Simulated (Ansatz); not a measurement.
SeS₃⁻. The state is a doublet with charge -1. Geometry r2SCAN-D4/def2-SVPD; atoms count from 1.

Cartesian coordinates in Å:
```
S -1.1172 -1.0971 0.1297
S 1.0013 -0.4725 1.1129
S 1.4440 1.1379 0.0713
Se -1.3282 0.4317 -1.3139
```

Another isomer (doublet) lies 0.08 eV lower at PBE0-D4/def2-TZVPD; other spin states weren't run for this one.

Q: Estimate the Mulliken populations from the PBE0/def2-TZVPD orbitals of Ansatz.

A: 
| atom | charge (e) | spin (α − β) |
| --- | --- | --- |
| S1 | -0.22 | 0.20 |
| S2 | -0.12 | 0.26 |
| S3 | -0.35 | 0.28 |
| Se4 | -0.31 | 0.26 |
Mulliken values depend strongly on the basis. With diffuse functions, as here, like atoms can get unlike values, and bond orders can come out too low or too high.

Q: Where does the spin sit?

A: Summed by element: S 0.74, Se 0.26, of 1 unpaired in all. Largest on single atoms: S3 0.28, Se4 0.26, S2 0.26.

Q: And the Mayer bond orders between heavy atoms (over 0.3)?

A: S1–S2 0.67 (2.42 Å); S1–Se4 1.36 (2.11 Å); S2–S3 1.44 (1.97 Å).
